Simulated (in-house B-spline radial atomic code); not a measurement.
## BLYP excitations of Sb IV (Sb3+)

Method: BLYP. Computed with an all-electron radial atomic-structure program (B-spline basis): linear response of the closed shell [Kr] 4d10 5s2 with the functional's adiabatic kernel; scalar-relativistic (spin-free one-electron X2C), finite nucleus, no spin-orbit coupling, no double excitations, S, P, D and F terms only; shells from n = 3 respond. Only terms of natural parity with L up to 3 were computed.

Command:
```bash
python run_td.py task.json out
```
Settings (radii: box in bohr, nucleus in fm):
```
Z                        51
electrons                48
configuration            [Kr] 4d10 5s2
hamiltonian              x2c
method                   b88,lyp
box_radius               23.08
rms_radius               4.6802
intervals                72
```

Time taken, with all properties: 1.1 s on 1 thread of Intel(R) Xeon(R) 6975P-C (Granite Rapids) (shared host).

The lowest states, in the order of their Tamm-Dancoff energies; the method's threshold (minus the highest occupied level) is 38.97 eV. Labels give the largest channel, * marks a mixed state, and oscillator strengths are full-response dipole values. Semilocal kernels can invert the small singlet-triplet splittings of Rydberg terms. Energies in eV:

```csv
state,full response,Tamm-Dancoff,oscillator strength
5s → 5p 3P,8.916,8.990,-
5s → 5p 1P,12.173,12.721,1.58
5s → 5d 3D,21.619,21.638,-
5s → 5d 1D,?,?,-
5s → 6s 3S,23.028,23.031,-
5s → 6s 1S,23.632,23.663,-
5s → 6p 3P,26.215,26.220,-
5s → 6p 1P,26.449,26.493,0.0273
5s → 4f 3F,27.394,27.420,-
5s → 4f 1F,?,?,-
```

Q: Where does 5s → 4f 1F lie?

A: At 27.920 eV in full response, 27.924 eV in Tamm-Dancoff.

Q: Where does 5s → 5d 1D lie?

A: At 22.459 eV in full response, 22.474 eV in Tamm-Dancoff.

Q: How large is the singlet-triplet splitting of 5s → 5p (P terms) in Tamm-Dancoff?

A: 3.73 eV, from the unrounded values.

Q: What polarisabilities and dispersion coefficient does the method give?

A: Dipole 10.08 bohr³, quadrupole 29.22 bohr⁵, C6 48.18 hartree·bohr⁶ for two such species.
